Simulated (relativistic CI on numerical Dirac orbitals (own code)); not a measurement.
As2+: calculation against measurement

Calculated at this level of theory: Dirac-Coulomb-Breit CI, KLI orbitals optimised for each configuration, model QED, valence Slater integrals scaled by 0.85, P86 correlation estimate, and configurations built on the next ion tied to the tabulated ionisation energy (semi-empirical) (own radial code, finite nucleus).

Configuration list (outside the closed core [Ar] 3d10): 4s²4p, 4s²4d, 4s²5s, 4s²5p, 4s²5d, 4s²6s, 4s²4f, 4s²5f, 4s4p², 4p³, 4s4p4d, 4s4p4f, 4s²6p, 4p4d², 4s²6d, 4s²5g, 4s4p5s, 4s²6f, 4s4p5p, 4p²4d, 4s4d², 4s4p6s, 4p4f², 4s4p5d. Levels of other configurations are missing.

```
Configuration  Term (tabulated)    J  Measured (cm⁻¹)  Computed  Error  Purity (%)
        4s²4p               2P°  1/2              0.0         0      0          97
        4s²4p               2P°  3/2           2940.0      2790   -150          97
        4s4p²                2D  3/2          85309.0     83220  -2089          77
        4s4p²                2D  5/2          85630.0     83544  -2086          77
        4s²5s                2S  1/2         106694.0    107057    363          94
        4s4p²                2S  1/2         107806.0    105337  -2469          89
        4s4p²                2P  1/2         113938.0    113440   -498          93
        4s4p²                2P  3/2         115425.0    115346    -79          80
        4s²4d                2D  3/2         117651.0    113775  -3876          64
        4s²5p               2P°  1/2         131458.0    131703    245          99
        4s²5p               2P°  3/2         132181.0    132392    211          99
        4s²6s                2S  1/2         162889.0    163925   1036         100
        4s²5d                2D  3/2         165623.0    166368    745          99
        4s²5d                2D  5/2         165708.0    166444    736          99
```

Measured levels from Moore, Atomic Energy Levels, vol. II, NSRDS-NBS 35 (1971 reprint of NBS Circular 467, 1952); pairs were made by configuration, J and term (by order where the table uses no LS term), so strongly mixed levels may be paired wrongly. The analysis dates from before 1960.

Mean error by configuration (cm⁻¹): 4s²4p -150; 4s4p² -1444; 4s²5s 363; 4s²4d -3876; 4s²5p 228; 4s²6s 1036; 4s²5d 741. Over the excited levels the mean absolute error is 1122 cm⁻¹ (13 of the 13 excited levels that our extract of the source holds in range could be paired), and the median relative error of those above 1,000 cm⁻¹ is 0.45 %.
